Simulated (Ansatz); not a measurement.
Job for Ansatz (a first-principles code): R-PBE0/def2-TZVPP on BFH2OSe (SMILES OB(F)[SeH]), a point of a torsion scan.

Ansatz 0.2 input:
```yaml
crystal:
  periodic: [false, false, false]
  atoms:
    - {symbol: O, position_ang: [-0.98956074, -0.82226954, 0.28650774]}
    - {symbol: B, position_ang: [-0.25520439, 0.27167609, 0.13618342]}
    - {symbol: F, position_ang: [-0.69256755, 1.30148230, -0.58032526]}
    - {symbol: Se, position_ang: [1.54466840, 0.29011646, 0.84285703]}
    - {symbol: H, position_ang: [-1.86354709, -0.85101198, -0.10626551]}
    - {symbol: H, position_ang: [1.71182932, -1.13501456, 0.81781711]}
basis:
  gaussian:
    orbitals: def2-TZVPP
hamiltonian:
  xc: {name: PBE0}
scf: {lower_state_search: off}
```

Question: Give the final energy of this run.

Answer: -2602.4039 hartree.
